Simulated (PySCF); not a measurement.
A run for PySCF: D3(BJ) and D4 dispersion corrections on Cl2Pb (SMILES [Cl][Pb][Cl]).

```python
from pyscf import gto
from pyscf.dispersion import dftd3, dftd4

mol = gto.M(
    atom='''
    Pb    0.00000000    0.00000000   -1.06917745
    Cl    1.89483336    0.00000000    0.53458872
    Cl   -1.89483336   -0.00000000    0.53458872
    ''',
    basis='def2-svp',
    charge=0, spin=0, verbose=0, max_memory=1800)
d3, d4 = {}, {}
for xc in ['hf', 'pbe', 'blyp', 'revpbe', 'tpss', 'r2scan', 'b3lyp', 'pbe0', 'bhlyp', 'camb3lyp', 'b2plyp']:
    d3[xc] = float(dftd3.DFTD3Dispersion(mol, xc=xc, version='d3bj', atm=False).get_dispersion()['energy'])
    print(f'D3(BJ) {xc:10s} {d3[xc]:14.8f} Eh')
for xc in ['hf', 'pbe', 'blyp', 'revpbe', 'tpss', 'r2scan', 'b3lyp', 'pbe0', 'bhlyp', 'camb3lyp', 'b2plyp']:
    d4[xc] = float(dftd4.DFTD4Dispersion(mol, xc={'camb3lyp': 'cam-b3lyp'}.get(xc, xc), atm=True).get_dispersion()['energy'])
    print(f'D4     {xc:10s} {d4[xc]:14.8f} Eh')
```

It printed:

```
D3(BJ) hf            -0.02726159 Eh
D3(BJ) pbe           -0.00302503 Eh
D3(BJ) blyp          -0.00763815 Eh
D3(BJ) revpbe        -0.00639348 Eh
D3(BJ) tpss          -0.00417967 Eh
D3(BJ) r2scan        -0.00082573 Eh
D3(BJ) b3lyp         -0.00660870 Eh
D3(BJ) pbe0          -0.00302373 Eh
D3(BJ) bhlyp         -0.00670839 Eh
D3(BJ) camb3lyp      -0.00348681 Eh
D3(BJ) b2plyp        -0.00391752 Eh
D4     hf            -0.01007121 Eh
D4     pbe           -0.00352078 Eh
D4     blyp          -0.00723654 Eh
D4     revpbe        -0.00703717 Eh
D4     tpss          -0.00464173 Eh
D4     r2scan        -0.00069716 Eh
D4     b3lyp         -0.00587706 Eh
D4     pbe0          -0.00302442 Eh
D4     bhlyp         -0.00627215 Eh
D4     camb3lyp      -0.00323356 Eh
D4     b2plyp        -0.00238997 Eh
```

The run finished.

Cost: about 0.04 core-seconds (a rough figure).
